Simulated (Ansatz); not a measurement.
Correlation energies of CH6AlAs, SMILES `C[AsH][AlH2]` by basis set

Z-matrix (Å, degrees):
```
C
As 1 1.985
H 1 1.090 2 107.9
H 1 1.090 2 108.3 3 -117.4
H 1 1.088 2 113.4 3 121.0
Al 2 2.423 1 99.6 3 -71.3
H 2 1.524 1 98.0 3 -164.4
H 6 1.588 2 119.6 1 -153.1
H 6 1.590 2 120.0 1 31.6
```

The species carries charge 0 and has multiplicity 1. Correlated methods include outer-core shells of As, which these sets cover unevenly. Scalar relativity is left out up to krypton. Geometry: relaxed with PBE0-D4/def2-TZVP. Frozen core, restricted reference, the Gaussian-basis code of Ansatz.

```json
{"basis": "def2-SVP", "HF (Eh)": "-2517.08602", "MP2 corr.": "-0.45103", "CCSD corr.": "-0.49046", "(T)": "-0.01365", "CCSD(T) total": "-2517.59013"}
{"basis": "def2-TZVPP", "HF (Eh)": "-2517.49512", "MP2 corr.": "-0.53689", "CCSD corr.": "-0.57462", "(T)": "-0.02098", "CCSD(T) total": "-2518.09072"}
{"basis": "def2-QZVPP", "HF (Eh)": "-2517.54934", "MP2 corr.": "-0.83688", "CCSD corr.": "–", "(T)": "–", "CCSD(T) total": "–"}
```
